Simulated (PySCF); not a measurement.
Gas-phase reaction: 3 SnH₂F₂ = SnH₄ + H₂ + 2 SnF₃, at 2000 K and a standard pressure of 1 bar. Level: PBE0/def2-TZVP.

Computed with PySCF and rigid-rotor harmonic-oscillator thermochemistry at 1 bar. Open shells (unrestricted): SnF₃ (multiplicity 2); the rest are closed-shell singlets. Sn: scalar-relativistic def2 core potential, no spin-orbit coupling. SnH₂F₂, SnF₃: computed as isolated molecules; such fragments, hydroxides, amides, oligomers or adducts are transient or little studied in the gas. The harmonic model lacks anharmonicity and excited electronic states, which grow with temperature; levels with a mode under 35 cm⁻¹ are left out.

| species | E (Ha) | H(2000 K) − E (kJ/mol) | S°(2000 K) (J/mol/K) |
|---|---|---|---|
| SnH₂F₂ | -415.13877 | 223.3 | 464.1 |
| SnH₄ | -216.66474 | 228.7 | 379.9 |
| H₂ | -1.16823 | 86.9 | 187.3 |
| SnF₃ | -513.75653 | 167.2 | 466.1 |
E: electronic energy; H − E holds the zero-point and thermal terms. 1 Ha = 2625.5 kJ/mol.

### Question
Work out ΔH°, ΔS°, ΔG° and log10 K from these numbers.

### Answer
1. ΔE = 1×(-216.66474) + 1×(-1.16823) + 2×(-513.75653) − 3×(-415.13877) = 0.07028 Ha = 184.5 kJ.
2. Δ(H − E) = 1×(228.7) + 1×(86.9) + 2×(167.2) − 3×(223.3) = -19.9 kJ, so ΔH° = 164.6 kJ.
3. ΔS° = 1×(379.9) + 1×(187.3) + 2×(466.1) − 3×(464.1) = 107.1 J/K; the number of gas molecules changes by +1.
4. ΔG° = ΔH° − TΔS° = 164.6 − 2000×(107.1)/1000 = -49.6 kJ.
5. log10 K = −ΔG°/(RT ln 10) = 1.30, with RT ln 10 = 38.29 kJ/mol; at standard pressures the products are favoured.
6. A shift of 10 kJ in ΔE would move log10 K by 0.26 here.
7. Lowering the total pressure from 1 bar to 0.01 bar multiplies the mole-fraction quotient K_x = K (p/p°)^(−Δn) by 10^2, which pushes the balance towards the products.
For scale, ΔH°(298 K) is 178 kJ at this level, 190 kJ at ωB97M-V/def2-TZVP†, and runs from 131 to 204 kJ over the 17 levels computed († marks an energy on the PBE0/def2-TZVP geometry).
